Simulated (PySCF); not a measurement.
**Dipole response of Cr(3+) (chromium, charge +3)**

[Ar] 3d3, high-spin 4F determinant. Computed with PySCF 2.14 in def2-QZVPPD, with the non-relativistic Hamiltonian (point nucleus). Coupled (time-dependent) response in atomic units; α is the mean over directions.

```json
{"method": "CAM-B3LYP", "mean α (bohr³)": "2.079", "C₆ (like pair)": "5.230", "S(−4)": "1.499"}
```

S(−4) is the Cauchy moment in α(ω) = α(0) + S(−4) ω² + …

α(iu) at CAM-B3LYP:

```tsv
u (hartree)	α(iu) (bohr³)
0	2.079
0.0500	2.076
0.100	2.065
0.200	2.023
0.300	1.961
0.500	1.806
0.750	1.602
1.00	1.413
1.50	1.097
2.00	0.8583
3.00	0.5511
5.00	0.2745
```

A single London oscillator, α(iu) = α/(1 + u²/ω²), gives C₆ = (3/4) ω α². Matching the computed C₆ needs ω = 4 × 5.230 / (3 × 2.079²) = 1.61 hartree.

For an ion, C₆ is the dispersion term alone; charge-induced terms of lower order in 1/R come first.
